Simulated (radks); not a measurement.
Neutral palladium, configuration [Ar] 3d10 4s2 4p5 4d10 5d1 (not the ground configuration). Method: scalar-relativistic Kohn-Sham, exchange-only LDA, spin-polarised, spherical densities, finite nucleus; open shells are filled with parallel spins first (spin-orbit coupling, left out, can overturn this in heavy ions); Fermi nuclear charge, rms radius 4.5318 fm; computed with a radial shooting solver on a logarithmic mesh with Libxc functionals.

Local quantities along the radius. ELF = 1/(1 + alpha^2) is the electron localisation function; alpha = (tau - tau_W)/tau_unif compares the Pauli kinetic energy density with that of the uniform gas (summed over spins); -r V(r) is the screened charge that the Kohn-Sham potential of spin up presents (atomic units); s = |grad rho|/(2 (3 pi^2)^(1/3) rho^(4/3)) is the reduced gradient; r v_xc is r times the local exchange-correlation potential of spin up (hartree bohr). tau is taken from the large components.

r (bohr),ELF,alpha,-r V(r),s,r v_xc
0.001515,1.000,0.02237,45.66,0.6244,-0.06509
0.001792,0.999,0.02263,45.60,0.5896,-0.07585
0.002103,0.999,0.02310,45.53,0.5625,-0.08762
0.002488,0.999,0.02386,45.45,0.5398,-0.1018
0.002943,0.999,0.02496,45.34,0.5223,-0.1179
0.003453,0.999,0.02638,45.23,0.5102,-0.1354
0.004085,0.999,0.02840,45.09,0.5018,-0.1561
0.004833,0.999,0.03111,44.92,0.4977,-0.1793
0.005671,0.999,0.03458,44.73,0.4977,-0.2038
0.006708,0.998,0.03950,44.50,0.5020,-0.2320
0.007872,0.998,0.04596,44.24,0.5103,-0.2612
0.009313,0.997,0.05550,43.93,0.5237,-0.2938
0.01102,0.995,0.06938,43.56,0.5426,-0.3278
0.01293,0.992,0.08903,43.16,0.5660,-0.3609
0.01529,0.986,0.1208,42.67,0.5968,-0.3952
0.01809,0.971,0.1721,42.11,0.6336,-0.4276
0.02123,0.940,0.2524,41.51,0.6726,-0.4556
0.02511,0.866,0.3935,40.79,0.7117,-0.4808
0.02947,0.727,0.6132,40.01,0.7346,-0.5008
0.03486,0.524,0.9522,39.09,0.7188,-0.5196
0.04124,0.364,1.323,38.06,0.6347,-0.5413
0.04839,0.311,1.487,36.97,0.4965,-0.5717
0.05725,0.368,1.312,35.71,0.3554,-0.6194
0.06718,0.508,0.9837,34.38,0.2891,-0.6788
0.07947,0.666,0.7079,32.87,0.2990,-0.7469
0.09401,0.753,0.5734,31.22,0.3617,-0.8076
0.1103,0.751,0.5752,29.54,0.4442,-0.8473
0.1305,0.644,0.7439,27.66,0.5252,-0.8651
0.1544,0.438,1.133,25.68,0.5404,-0.8675
0.1812,0.309,1.496,23.72,0.4295,-0.8814
0.2143,0.358,1.339,21.61,0.2633,-0.9363
0.2515,0.548,0.9090,19.56,0.2174,-1.020
0.2975,0.718,0.6262,17.43,0.2892,-1.101
0.3519,0.772,0.5434,15.37,0.4251,-1.132
0.413,0.712,0.6366,13.52,0.5918,-1.098
0.4885,0.462,1.078,11.71,0.7544,-1.009
0.5779,0.204,1.975,10.00,0.6833,-0.9307
0.6781,0.230,1.831,8.498,0.3569,-0.9414
0.8022,0.522,0.9576,7.024,0.2418,-1.024
0.9414,0.707,0.6431,5.717,0.3332,-1.092
1.114,0.721,0.6216,4.498,0.4780,-1.106
1.317,0.641,0.7485,3.494,0.6346,-1.058
1.546,0.509,0.9823,2.752,0.7969,-0.9721
1.829,0.352,1.356,2.175,0.9966,-0.8585
2.146,0.223,1.867,1.775,1.246,-0.7423
2.539,0.122,2.687,1.464,1.633,-0.6191
3.003,0.054,4.200,1.224,2.236,-0.4995
3.524,0.017,7.657,1.038,3.049,-0.3978
4.169,0.003,17.41,0.8894,3.522,-0.3276
4.931,0.003,18.57,0.8074,1.763,-0.3249
5.787,0.012,9.118,0.7737,0.2667,-0.3716
6.846,0.032,5.497,0.7496,0.1855,-0.4364
8.033,0.054,4.175,0.7227,0.4401,-0.4936
9.503,0.074,3.539,0.6839,0.7757,-0.5352
11.24,0.079,3.404,0.6298,1.206,-0.5455
13.19,0.066,3.767,0.5604,1.799,-0.5186
15.61,0.039,4.966,0.4680,2.807,-0.4517
18.46,0.015,7.989,0.3611,4.616,-0.3561
21.66,0.004,15.41,0.2577,7.925,-0.2565
25.63,0.001,38.61,0.1622,15.21,-0.1620
30.07,0.000,116.6,0.09323,31.11,-0.09320

On this mesh the ELF has minima near r = 0.048, 0.18, 0.58, 4.9 bohr, which separate the shells, and maxima near 0.094 (0.75), 0.35 (0.77), 1.1 (0.72).
